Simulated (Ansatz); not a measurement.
`BCO[SiH2][SiH3]`, relaxed with RKS PBE0-D4/def2-TZVP in Ansatz from a PBE-D4/def2-SVP geometry. The force threshold is 0.005 eV/Å; the program also tests the step.

The species carries charge 0 and has multiplicity 1.

Start:

```xyz
14

B    -1.998   -1.525   -1.351
C    -0.671   -0.837   -0.917
O    -0.301   -1.005    0.442
Si    1.095   -0.311    1.091
Si    1.023    2.048    0.961
H    -2.683   -2.167   -0.579
H    -2.337   -1.399   -2.515
H    -0.761    0.248   -1.204
H     0.126   -1.208   -1.621
H     2.328   -0.808    0.369
H     1.145   -0.763    2.522
H     0.916    2.514   -0.469
H    -0.163    2.585    1.719
H     2.282    2.630    1.552
```

(1) By how much does the energy fall, and how many steps does the optimiser take? (An estimate is asked.)

(2) Which bonds change most? (An estimate is asked.)

(3) Give the relaxed structure. (An estimate is asked.)

Results:

(1) Computed: 6.36 kJ/mol, in 10 steps.

(2) Ansatz gave: O3–Si4 from 1.688 to 1.649 Å; B1–H6 from 1.216 to 1.194 Å; B1–H7 from 1.218 to 1.197 Å; C2–H9 from 1.126 to 1.106 Å.

(3) Computed: 
```xyz
14

B    -1.979   -1.539   -1.346
C    -0.668   -0.832   -0.925
O    -0.316   -0.972    0.438
Si    1.052   -0.300    1.066
Si    1.023    2.049    0.970
H    -2.645   -2.154   -0.570
H    -2.311   -1.448   -2.492
H    -0.763    0.233   -1.207
H     0.139   -1.203   -1.584
H     2.254   -0.788    0.325
H     1.128   -0.761    2.475
H     0.931    2.530   -0.437
H    -0.130    2.604    1.728
H     2.284    2.580    1.559
```
